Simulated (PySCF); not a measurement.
Bonds (- single, = double, # triple, : aromatic): C1-C2 1.485 Å, C2=C3 1.337 Å, C3-C4 1.462 Å, C4=O5 1.208 Å, C4-C6 1.524 Å, C6-C7 1.529 Å, C7-C2 1.502 Å. C1 carries H8, H9, H10; C3 carries H11; C6 carries H12, H13; C7 carries H14, H15.

Geometry: GFN2-xTB; GIAO shifts from PySCF 2.14.0 with density-fitted response routines, gas phase, non-relativistic, averaged over equivalent atoms.

At B97-D/pcSseg-1 (159 basis functions, 19 s wall time on 1 thread of an Intel Xeon 6975P-C, shared host):
```tsv
atoms	δ (ppm)
C4	202.0
C2	179.0
C3	133.0
C6	38.5
C7	36.8
C1	23.1
O5	588.8
H11	5.94
H14/H15	2.48
H12/H13	2.32
H8/H9/H10	2.23
```

Chemical shifts δ = σref − σ; 13C (σref 181.77), 1H (σref 31.85) vs TMS; 17O (σref 332.11) vs H2O, all at this level.

Problem. Estimate the result of repeating the calculation with PBE0/pcSseg-1.

Solution. 
| atoms | δ at PBE0/pcSseg-1 | change |
| --- | --- | --- |
| C4 | 210.1 | +8.1 |
| C2 | 185.2 | +6.2 |
| C3 | 138.7 | +5.7 |
| C6 | 38.1 | -0.4 |
| C7 | 35.6 | -1.2 |
| C1 | 22.3 | -0.8 |
| O5 | 617.0 | +28.2 |
| H11 | 6.13 | +0.19 |
| H14/H15 | 2.42 | -0.06 |
| H12/H13 | 2.34 | +0.02 |
| H8/H9/H10 | 2.22 | -0.01 |

References, each an isolated molecule treated in the same way: TMS for 13C (σref 186.93) and 1H (σref 31.72); H2O for 17O (σref 336.08).

The largest change is at O5 (ketone oxygen). Cost: 159 basis functions, 15 s wall time on 1 thread of an Intel Xeon 6975P-C, shared host. The order of the carbon signals is the same at both levels.

Unscaled 17O shifts of doubly bonded oxygen tend to come out too high, by tens of ppm or more. Experimental scales use liquid or dissolved standards, which lie at an offset from isolated H2O (liquid H2O: subtract about 36 ppm).
